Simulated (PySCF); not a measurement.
# How the method changes the shape and vibrations of BCl2FH anion

These are calculations, not measurements. They come from PySCF 2.14.0, an open-source quantum chemistry program, on an isolated molecule that a program drew, which may never have been made. The molecule is BCl2FH anion (charge -1, singlet), drawn as the SMILES string `F[BH-](Cl)Cl`.

The geometry was optimised and harmonic frequencies were computed with HF and MP2, all in the aug-cc-pV(D+d)Z basis, for the commonest isotopes, with a restricted reference for singlets and an unrestricted one otherwise, and a frozen core in MP2. Each result is a local minimum of its method.

Geometry at the HF minimum:
```xyz
5
BCl2FH anion, angstrom
F     1.5445   -0.2635   -1.8876
B     0.5435    0.2888   -1.0976
Cl    1.1667    0.3386    0.7291
Cl    0.2255    2.0976   -1.6932
H    -0.4993   -0.3109   -1.1279
```

Lengths of the bonds as drawn, in Å (atoms numbered as above):
```
  bond     HF    MP2
 F1-B2  1.390  1.427
B2-Cl3  1.931  1.913
B2-Cl4  1.931  1.913
 B2-H5  1.203  1.214
```

Rotational constants, in GHz:
```
constant     HF    MP2
       A  6.163  6.034
       B  2.832   2.88
       C  2.039  2.049
```

Harmonic frequencies in cm^-1, each column in rising order, so a row needn't be the same motion in every method:
```
rank,HF,MP2
1,225,221
2,305,294
3,387,376
4,577,612
5,624,617
6,1049,?
7,1091,1035
8,1160,1087
9,2618,2544
```

**Estimate the missing MP2 frequency from the HF column.**

A single factor s that minimises the squared misfit of MP2 against s times HF over the other rows is sum(HF x MP2) / sum(HF^2) = 0.9681, with an rms misfit of 25 cm^-1. For rank 6 it gives 0.9681 x 1049 = 1016 cm^-1. The calculation gives 960 cm^-1, 56 cm^-1 below the estimate. The drawn bonds are on average 0.4 % longer in MP2 than in HF.
